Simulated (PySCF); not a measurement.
Species: C6H8O2S (charge -1 and doublet state).
Z-matrix (Å and degrees, GFN2-xTB geometry), rows numbered from 1:
```
C 
C   1  1.5314
O   2  1.2446  1  119.84
C   2  1.4149  1  114.75  3  -179.99
C   4  1.3767  2  122.53  1   179.99
O   5  1.3362  4  120.96  2   179.89
C   6  1.3365  5  124.65  4   179.90
C   7  1.4977  6  120.68  5    -0.07
S   7  1.6715  6  117.74  5   179.92
H   1  1.0895  2  110.25  3  -120.57
H   1  1.0879  2  109.67  3    -0.27
H   1  1.0896  2  110.19  3   119.90
H   4  1.0804  2  118.88  1    -0.01
H   5  1.0805  4  119.29  2    -0.07
H   8  1.0946  7  111.10  6   -59.99
H   8  1.0866  7  108.62  6  -179.86
H   8  1.0947  7  111.09  6    60.29
```

The hyperfine couplings belong to this conformer and change with its torsions.

The species is `C[C]([O-])/C=C/OC(C)=S` [radical] (charge -1).

The calculation used PySCF 2.14.0, UKS B3LYP, pcH-1 on C H O S, non-relativistic, mean-field spin-orbit, GIAO. Whether the extra electron is bound in the gas phase wasn't checked; a finite basis holds it in any case. A GFN2-xTB geometry isn't a minimum of the functional, and hyperfine couplings can be far from their values at a DFT geometry, by a factor of two or more for some ions and for spin on atoms past the first row. Stability of the SCF solution: not tested.

Match the computed a_iso(17O) values +10.7, -10.4 MHz with the sites O3; O6.

```
site  a_iso (MHz)  ρ(0) (bohr⁻³)         position  distance from C7 (Å)  spin population  largest |T| (MHz)
  O3        -10.4        +0.0170  3 bonds from C5                  5.14            +0.12               41.6
  O6        +10.7        -0.0176   1 bond from C5                  1.34            -0.07               16.1
```

The isotropic 1H couplings, averaged over equivalent nuclei, are -19.9, +17.3, +9.4, -5.9 MHz. Assign them to H10/H11/H12; H13; H14; H15/H16/H17.

```json
{"site": "H10/H11/H12", "a_iso (MHz)": "+9.4", "ρ(0) (bohr⁻³)": "+0.0021", "position": "4 bonds from C5", "distance from C7 (Å)": "6.49", "bound to": "C1", "spin population there": "-0.01", "largest |T| (MHz)": "2.5"}
{"site": "H13", "a_iso (MHz)": "-5.9", "ρ(0) (bohr⁻³)": "-0.0013", "position": "2 bonds from C5", "distance from C7 (Å)": "3.93", "bound to": "C4", "spin population there": "+0.07", "largest |T| (MHz)": "5.3"}
{"site": "H14", "a_iso (MHz)": "-19.9", "ρ(0) (bohr⁻³)": "-0.0044", "position": "1 bond from C5", "distance from C7 (Å)": "2.64", "bound to": "C5", "spin population there": "+0.25", "largest |T| (MHz)": "9.1"}
{"site": "H15/H16/H17", "a_iso (MHz)": "+17.3", "ρ(0) (bohr⁻³)": "+0.0039", "position": "2 bonds from C7", "distance from C7 (Å)": "2.14", "bound to": "C8", "spin population there": "-0.03", "largest |T| (MHz)": "3.9"}
```

ρ(0) is the spin density at the nucleus and T the dipolar tensor; a_iso includes a spin–orbit part; entries for several nuclei are means. The Mulliken spin populations are largest on C7 (+0.29), C5 (+0.25), S9 (+0.22) and O3 (+0.12). Three atoms exceed +0.15. The positive populations add up to 1.12 and the negative ones to -0.12, together 2S = 1. Main spin sites, with 60 % or more of the largest population: C5, C7, S9; positions count bonds from the nearest.

Nuclei that the bonding pattern makes equivalent are averaged, as if the motion that swaps them (rotation, inversion, ring flip) were fast. The three 1H nuclei of mean +17.3 MHz run from 0.7 to 25.8 MHz in the frozen geometry. The three 1H nuclei of mean +9.4 MHz run from -0.1 to 14.3 MHz in the frozen geometry.

C2, the radical centre as drawn in `C[C]([O-])/C=C/OC(C)=S`, holds a spin population of +0.11 out of 1.

The run took 2.2 min wall (grids of density and orbitals included) on one thread of an Arm Neoverse V1, on a shared host, and the process peaked at 1.2 GiB of memory.
